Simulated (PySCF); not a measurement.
# Zinc: a sound run and one with changed settings

Sound run: Zn [Ar] 3d10 4s2, Zn⁺ [Ar] 3d10 4s1. Computed with PySCF 2.14 in 6-31G*, with the non-relativistic Hamiltonian (point nucleus). The sound run starts from symmetry-adapted Hartree-Fock orbitals and uses a fine grid where one is needed.

Changed run: initial guess minao, at most 2 SCF cycles. This setting is unsound on purpose.

| species | method | sound run (hartree) | changed run (hartree) | converged |
| --- | --- | --- | --- | --- |
| Zn | UHF | -1777.48110 | -1777.47951 | no |
| Zn | TPSS | -1779.02482 | -1779.02348 | no |
| Zn | M06-L | -1778.96326 | -1778.95481 | no |
| Zn⁺ | UHF | -1777.20913 | -1777.20807 | no |
| Zn⁺ | TPSS | -1778.70977 | -1778.70963 | no |
| Zn⁺ | M06-L | -1778.65268 | -1778.64970 | no |

The SCF was stopped early; the energies are upper bounds that still move, and correlated levels were skipped or rest on poor orbitals.
